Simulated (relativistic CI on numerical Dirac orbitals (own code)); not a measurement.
Ti2+ in a cubic cluster: 3p photoemission with charge transfer

Computed with a charge-transfer multiplet model of a cubic metal-ligand cluster with up to one ligand hole, Slater and spin-orbit integrals from Dirac-Coulomb-Breit ions, Slater integrals scaled by 0.8. The ground state mixes d2 with configurations of k ligand holes L, whose averages lie at kΔ + k(k − 1)U_dd/2; a core hole lowers each added d electron by U_cd. 300 K, Lorentzian 0.9 eV and Gaussian 0.8 eV FWHM.

Atomic integrals in eV (Slater integrals scaled, ζ unscaled), ground: F2dd 6.578, F4dd 4.090, zeta_d 0.013; with the core hole: F2dd 7.618, F4dd 4.781, zeta_d 0.017, zeta_core 0.435, F2cd 8.281, G1cd 10.323, G3cd 6.276.

Cluster parameters (eV): Δ = 8.1, U_dd = 4.3, U_cd = 5.1, 10Dq = 1.2, 10Dq(ligand) = 0.9, final-state hopping factor = 1.

```csv
Case,n_d,d2,d3L,S
"V(eg) = 1.35 eV, V(t2g) = -0.6 eV",2.09,0.91,0.09,1.00
"V(eg) = 1.95 eV, V(t2g) = -0.87 eV",2.15,0.85,0.15,1.00
"V(eg) = 2.25 eV, V(t2g) = -1 eV",2.18,0.82,0.18,1.00
"V(eg) = 2.85 eV, V(t2g) = -1.27 eV",2.23,0.77,0.23,1.00
"V(eg) = 3.15 eV, V(t2g) = -1.4 eV",2.25,0.75,0.25,1.00
```

Weights, n_d and S are thermal averages at 300 K. Binding energies count from the first peak over 30 % of the highest in each spectrum, which can be another peak from case to case. The parameters are a model scan and need not match a compound or its usual spin state. Peaks in eV (height, largest 100):
- V(eg) = 1.35 eV, V(t2g) = -0.6 eV: 0.0 (100), 11.0 (11), 15.3 (9)
- V(eg) = 1.95 eV, V(t2g) = -0.87 eV: 0.0 (100), 10.9 (15), 15.3 (9)
- V(eg) = 2.25 eV, V(t2g) = -1 eV: 0.0 (100), 5.2 (16), 11.2 (15), 13.4 (5), 15.5 (8)
- V(eg) = 2.85 eV, V(t2g) = -1.27 eV: 0.0 (100), 11.2 (11), 14.0 (9), 16.0 (5)
- V(eg) = 3.15 eV, V(t2g) = -1.4 eV: 0.0 (100), 11.1 (10), 14.4 (11)

Curve for V(eg) = 1.35 eV, V(t2g) = -0.6 eV (points under 2 left out, the grid thinned):

```tsv
E (eV)	Intensity
-5.1	2.3
-4.6	2.9
-4.0	3.9
-3.5	5.4
-3.0	8.3
-2.4	17.0
-1.9	34.5
-1.3	52.3
-0.8	62.5
-0.3	90.8
0.3	96.6
0.8	84.7
1.3	72.4
1.9	53.1
2.4	45.0
2.9	43.4
3.5	39.9
4.0	33.3
4.6	25.0
5.1	21.0
5.6	17.2
6.2	12.4
6.7	10.3
7.2	9.1
7.8	8.5
8.3	8.3
8.8	8.1
9.4	7.6
9.9	7.4
10.5	9.0
11.0	10.9
11.5	8.8
12.1	5.3
12.6	4.5
13.1	4.9
13.7	5.4
14.2	5.7
14.7	7.4
15.3	9.1
15.8	7.6
16.4	4.8
16.9	3.7
17.4	3.5
18.0	3.0
18.5	2.1
```

For the case V(eg) = 2.25 eV, V(t2g) = -1 eV, Δ = 8.1 eV is larger than U_dd = 4.3 eV, the Mott-Hubbard side of the Zaanen-Sawatzky-Allen scheme. With the core hole the average of the configuration with one ligand hole lies at Δ − U_cd = 3.0 eV before mixing: the effective hopping of about 4.8 eV (from the holes of the mixed ground state) is comparable with this gap or larger, so the configurations mix strongly.

With at most 1 ligand hole the space is cut while the next configuration still counts, so covalency is underestimated, and a final configuration with one more ligand hole, which can lie low, is missing from the spectra.
